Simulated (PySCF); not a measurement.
SMILES C=Cc1cccc(N)c1, singlet at its GFN2-xTB optimised geometry (Å):

```
18

C     -2.6386    -1.9190    -0.1156
C     -1.3304    -1.7237    -0.0040
C     -0.6352    -0.4415     0.0000
C     -1.3031     0.7841     0.0108
C     -0.5863     1.9652     0.0150
C      0.7955     1.9569     0.0092
C      1.4857     0.7447     0.0000
N      2.8652     0.7209    -0.0783
C      0.7570    -0.4415     0.0000
H     -3.0595    -2.9101    -0.1114
H     -3.3417    -1.1107    -0.2191
H     -0.6805    -2.5866     0.0855
H     -2.3806     0.8155     0.0240
H     -1.1105     2.9101     0.0269
H      1.3495     2.8849     0.0124
H      3.3125    -0.1354     0.2065
H      3.3417     1.5579     0.2163
H      1.2908    -1.3827    -0.0060
```

Computed with B3LYP/def2-SVP (PySCF 2.14.0).

Map of the electron localisation function on the plane z = 0.6 Å:

```
|                         |
|                         |
|                         |
|        :*=   .+=        |
|       :@@@:  *@@+       |
|       -@@@+ .%@@*       |
|        #@@*:-%@@.  :    |
|        .*#+#**#=  %@%   |
|     .. .+*+%#**. *@@@:  |
|    :%@#+#@*=+%%=:#@@#.  |
|    :@@@#+#- .**+###+.   |
|     =@@#*#= :##+*##+.   |
|       ::#%***%%-.#@@#.  |
|   -+:   =+*%#*+. *@@@:  |
|  .*%#=.:*#+**#%=  %@#   |
|   -##*##*#- -%@@.  .    |
|    -+*%%+*=  %@@=       |
|    -*****@@+ .#%-       |
|   .#@%-.+@@@   .        |
|   =@@%: :@@@.           |
|   :%@#   +%+            |
|    :=:                  |
|                         |
|                         |
|                         |
```
Scale: ten equal steps from 0.000 (start of ' ') to 0.990 (end of '@'), in the order ' .:-=+*#%@'; x runs from -5.50 to 5.50, y from -5.50 (bottom) to 5.50 (top).
